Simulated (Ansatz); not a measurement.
## Ligand exchange: SbH2Cl + C2H6Si → SiH3(SbH2) + C2H3Cl

Gas-phase species: SbH2Cl `[Cl][SbH2]`, singlet; C2H6Si (vinylsilane) `C=C[SiH3]`, singlet; SiH3(SbH2), singlet; C2H3Cl `C=CCl`, singlet. The partners trade Cl for SiH3: Sb–Cl and C–SiH3 bonds give way to Sb–SiH3 and C–Cl.

Shapes, held fixed at every level: PBE0-D4/def2-TZVP. Programs: Ansatz 0.2.0. The zero-point and thermal change to 298 K, harmonic and unscaled (PBE0-D4/def2-TZVP), is -1.1 kJ/mol.

| level | kind | ΔH(298 K) (kJ/mol) | less CCSD(T)/def2-TZVPP |
| --- | --- | --- | --- |
| SPW92/def2-TZVPP | LDA | +52.9 | -19.8 |
| PBE-D4/def2-TZVPP | GGA | +62.9 | -9.8 |
| r2SCAN-D4/def2-TZVPP | meta-GGA | +71.7 | -1.0 |
| PBE0-D4/def2-TZVPP | global hybrid | +66.7 | -6.0 |
| r2SCAN0-D4/def2-TZVPP | global hybrid | +72.1 | -0.6 |
| CCSD(T)/def2-SVP | coupled cluster or CI | +64.6 | -8.1 |
| CCSD(T)/def2-TZVPP | coupled cluster or CI | +72.7 | 0.0 |

The highest level, CCSD(T)/def2-TZVPP, gives ΔH(298 K) = +72.7 kJ/mol; the levels span +52.9 to +72.7. The column of differences is taken from that level and isn't an error. No measured value is set beside it here. For atoms past krypton def2 sets carry core potentials with scalar relativity. Outer-core shells of Sb are correlated, in sets that cover them unevenly.
